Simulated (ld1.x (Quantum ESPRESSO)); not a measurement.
## Building the ultrasoft potential for Cl (PBEsol, non-relativistic).

```
Element                 : Cl
Generator               : ld1.x (Quantum ESPRESSO) 7.5
Type                    : ultrasoft
Functional              : PBEsol
Relativity              : non-relativistic
Frozen core             : [He]
Valence charge          : 15
Reference configuration : 2s2 2p6 3s2 3p5
Partial waves           : 2s (bound): rcut 0.60, rcutus 0.65 bohr; 3s (bound): rcut 0.60, rcutus 0.65 bohr; 2p (bound): rcut 0.75, rcutus 0.90 bohr; 3p (bound): rcut 0.75, rcutus 0.90 bohr
Local potential         : all-electron potential smoothed inside 0.65 bohr (lloc = -2)
Core correction         : a·sin(br)/r model core inside 0.40 bohr
Augmentation charge     : PSQ, radius 0.60 bohr
```

All-electron outer shells of the reference configuration (PBEsol, non-relativistic, ld1.x):

| shell | level (eV) | outermost node (bohr) | outermost maximum (bohr) |
| --- | --- | --- | --- |
| 1s | -2736.04 | – | 0.06 |
| 2s | -250.48 | 0.12 | 0.36 |
| 2p | -191.36 | – | 0.30 |
| 3s | -20.45 | 0.56 | 1.29 |
| 3p | -8.58 | 0.53 | 1.43 |

(1) Estimate the cutoffs (Ry, on a coarse ladder) from which the occupation-weighted sum of valence levels, in a spherical-Bessel basis at the reference potential, stays within 10 and 1 mRy of its value at 400 Ry.

(2) What does a ghost test show?

(3) Is the overlap operator S = 1 + Σ q|β⟩⟨β| positive definite (Bessel basis up to 400 Ry)?

(4) Which valence shell sets the plane-wave cutoff?

(5) Tests: 2s2 2p6 3s2 3p4; 2s2 2p6 3s2 3p3; 2s2 2p6 3s2 3p2; 2s2 2p6 3s2 3p5.3; 2s2 2p5 3s2 3p5; 2s2 2p6 3s1 3p6; 2s2 2p6 3s2 3p4.5. Which has the largest error in its energy relative to the reference configuration, and how large is it?

Answers

(1) 180 Ry and 260 Ry.

(2) No extra level below or beside the all-electron valence levels (s, p, d, f tested).

(3) Yes: its lowest eigenvalue is 0.29 (s channel).

(4) 3s: its level needs 200 Ry to come within 1 mRy, against 160 Ry for 2s.

(5) 2s2 2p5 3s2 3p5, with -63 meV (all-electron minus pseudo) on +209.90 eV.
